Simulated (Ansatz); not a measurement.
Reaction (ligand exchange at the In–C bond): `N=[C]([SeH])[InH2]` + `C=N` → `C=[N][InH2]` + `N=C[SeH]`

Calculated with Ansatz (gas phase, PBE0-D4/def2-TZVP geometries, no zero-point term in ΔE). CCSD(T)/CBS is the MP2 limit (def2-TZVPP, def2-QZVPP) plus CCSD(T) − MP2 in def2-TZVPP, frozen cores. This one scheme is used for every species. Functionals use def2-TZVPP. def2 core potentials past Kr. For In, Se outer-core shells are correlated without core-valence functions, which leaves a few kJ/mol of doubt a bond. Scalar relativity is left out up to krypton. One conformer a species, not always the lowest.

`N=[C]([SeH])[InH2]`:

Z-matrix (Å, degrees):
```
C
Se 1 1.916
In 1 2.196 2 115.4
N 1 1.264 2 119.4 3 180.0
H 2 1.473 1 95.6 3 -180.0
H 3 1.717 1 122.7 2 -0.2
H 3 1.726 1 111.0 2 179.9
H 4 1.021 1 111.9 2 -180.0
```

`C=N`:

```xyz
5

C    -0.361    0.139    0.050
N     0.886    0.279   -0.062
H    -0.890   -0.821    0.008
H    -0.980    1.025    0.201
H     1.345   -0.623   -0.197
```

`C=[N][InH2]`:

Cartesian coordinates in Å:
```
C 0.486 1.281 -0.400
N 0.341 0.660 0.687
In -0.462 -1.262 0.560
H 0.905 2.300 -0.402
H 0.227 0.899 -1.406
H -0.828 -1.747 -1.060
H -0.670 -2.131 2.021
```

`N=C[SeH]`:

```xyz
6

N    -1.418   -0.144   -0.016
C    -0.163   -0.126    0.057
Se    0.800    1.345   -0.668
H    -1.802   -0.985    0.410
H     0.471   -0.894    0.510
H     2.112    0.804   -0.292
```

```csv
species,CAM-B3LYP energy (Eh)
`N=[C]([SeH])[InH2]`,-2686.98320
`C=N`,-94.62007
`C=[N][InH2]`,-285.30511
`N=C[SeH]`,-2496.30176
```

Work out ΔE.

ΔE = (-285.30511) + (-2496.30176) − (-2686.98320) − (-94.62007) = -0.00360 Eh = -9.5 kJ/mol. CCSD(T)/CBS gives -2.7 kJ/mol.

Largest T1 diagnostic among the species: 0.015.

The D4 term adds +3.4 kJ/mol with B3LYP and +1.9 kJ/mol with PBE0; it sums over pairs of atoms, weighted by their polarisabilities, and B3LYP, whose exchange is more repulsive, gets the larger term. At CCSD(T), def2-SVP lies +3.9 kJ/mol from the extrapolated value and def2-TZVPP +1.4 kJ/mol. Leaving LDA and LC-ωPBE aside and taking each functional with its dispersion term where it has one, the values, not all of them listed here, spread over 6.4 kJ/mol, from B97M-V to PBE-D4. LDA lies +3.1 kJ/mol from PBE without D4.

B3LYP here is the variant with VWN-RPA as its local correlation; programs differ in this.
